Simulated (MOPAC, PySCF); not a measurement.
[Mo(F)6], neutral singlet in the gas phase. 

Cartesian coordinates (Å):
```xyz
7

Mo    -0.0001    -0.0007     0.0005
F      0.3600     0.8012     1.6200
F      1.4470    -1.1183     0.2297
F     -1.4477     1.1163    -0.2289
F      1.0843     1.2280    -0.8440
F     -0.3607    -0.8020    -1.6192
F     -1.0848    -1.2290     0.8452
```
Charge 0, spin multiplicity 1.

All levels are single points at this geometry (BP86-D3(BJ)/def2-SVP); Pople sets use spherical d functions. Orbital energies aren't observables, and empty levels follow the basis.

```json
[
 {"level": "B3LYP-D3(BJ)/def2-TZVP in PySCF", "HOMO (eV)": "-12.51", "LUMO (eV)": "-6.24", "gap (eV)": "6.27", "dipole (D)": "0.00", "vertical IE, Delta-SCF (eV)": "–"},
 {"level": "PBE-D3(BJ)/def2-TZVP in PySCF", "HOMO (eV)": "-10.68", "LUMO (eV)": "-6.35", "gap (eV)": "4.33", "dipole (D)": "0.00", "vertical IE, Delta-SCF (eV)": "–"},
 {"level": "TPSSh-D3(BJ)/def2-TZVP in PySCF", "HOMO (eV)": "-11.66", "LUMO (eV)": "-6.25", "gap (eV)": "5.42", "dipole (D)": "0.00", "vertical IE, Delta-SCF (eV)": "–"},
 {"level": "B3LYP/6-31G* (LANL2DZ on Mo) in PySCF", "HOMO (eV)": "-12.11", "LUMO (eV)": "-6.24", "gap (eV)": "5.87", "dipole (D)": "0.00", "vertical IE, Delta-SCF (eV)": "14.69"},
 {"level": "B3LYP/LANL2DZ in PySCF", "HOMO (eV)": "-12.92", "LUMO (eV)": "-7.29", "gap (eV)": "5.63", "dipole (D)": "0.00", "vertical IE, Delta-SCF (eV)": "–"},
 {"level": "BP86/6-31G* (LANL2DZ on Mo) in PySCF", "HOMO (eV)": "-10.40", "LUMO (eV)": "-6.37", "gap (eV)": "4.03", "dipole (D)": "0.00", "vertical IE, Delta-SCF (eV)": "–"},
 {"level": "M06-2X/6-31G* (LANL2DZ on Mo) in PySCF", "HOMO (eV)": "-14.62", "LUMO (eV)": "-5.70", "gap (eV)": "8.92", "dipole (D)": "0.00", "vertical IE, Delta-SCF (eV)": "–"},
 {"level": "PBE/6-31G* (LANL2DZ on Mo) in PySCF", "HOMO (eV)": "-10.26", "LUMO (eV)": "-6.24", "gap (eV)": "4.02", "dipole (D)": "0.00", "vertical IE, Delta-SCF (eV)": "–"},
 {"level": "SVWN5/6-31G* (LANL2DZ on Mo) in PySCF", "HOMO (eV)": "-10.52", "LUMO (eV)": "-6.44", "gap (eV)": "4.08", "dipole (D)": "0.00", "vertical IE, Delta-SCF (eV)": "–"},
 {"level": "HF/6-31G* (LANL2DZ on Mo) in PySCF", "HOMO (eV)": "-18.35", "LUMO (eV)": "-4.06", "gap (eV)": "14.29", "dipole (D)": "0.00", "vertical IE, Delta-SCF (eV)": "–"},
 {"level": "AM1 in MOPAC", "HOMO (eV)": "-15.37", "LUMO (eV)": "-3.34", "gap (eV)": "12.03", "dipole (D)": "0.00", "vertical IE, Delta-SCF (eV)": "–"},
 {"level": "PM6 in MOPAC", "HOMO (eV)": "-15.05", "LUMO (eV)": "-3.23", "gap (eV)": "11.82", "dipole (D)": "0.00", "vertical IE, Delta-SCF (eV)": "–"},
 {"level": "PM7 in MOPAC", "HOMO (eV)": "-15.49", "LUMO (eV)": "-2.88", "gap (eV)": "12.61", "dipole (D)": "0.00", "vertical IE, Delta-SCF (eV)": "–"}
]
```
